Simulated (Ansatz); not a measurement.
F₂I₂Sn, SMILES `[F][Sn]([F])([I])[I]`. Charge 0, multiplicity 1. Sn, I: def2 effective core potential. All single points use the PBE0-D4/def2-TZVP geometry.

```xyz
5

F    -1.389   -0.516    1.261
Sn    0.000   -0.053    0.051
F     1.374   -1.289    0.484
I    -0.820   -0.518   -2.402
I     0.835    2.376    0.606
```

What is the dipole moment at B3LYP/def2-TZVPP? (Best estimate.)

Computed: 2.85 D, with components (0.02, 2.05, -1.98) D in this frame, pointing from negative to positive charge.

And with PBE, r2SCAN, ωB97M-V? (Estimate.)

The calculation gave: PBE 2.66 D, r2SCAN 2.70 D, ωB97M-V 2.80 D.

Give the Mulliken charges with B3LYP, ωB97M-V, r2SCAN in def2-TZVPP. (Estimate.)

The calculation gave: 
```json
{"atom": "F1", "B3LYP": "-0.45", "ωB97M-V": "-0.44", "r2SCAN": "-0.44"}
{"atom": "Sn2", "B3LYP": "1.20", "ωB97M-V": "1.12", "r2SCAN": "1.19"}
{"atom": "F3", "B3LYP": "-0.45", "ωB97M-V": "-0.44", "r2SCAN": "-0.44"}
{"atom": "I4", "B3LYP": "-0.15", "ωB97M-V": "-0.12", "r2SCAN": "-0.16"}
{"atom": "I5", "B3LYP": "-0.15", "ωB97M-V": "-0.12", "r2SCAN": "-0.16"}
```

B3LYP here is the variant with VWN-RPA as its local correlation; programs differ in this.
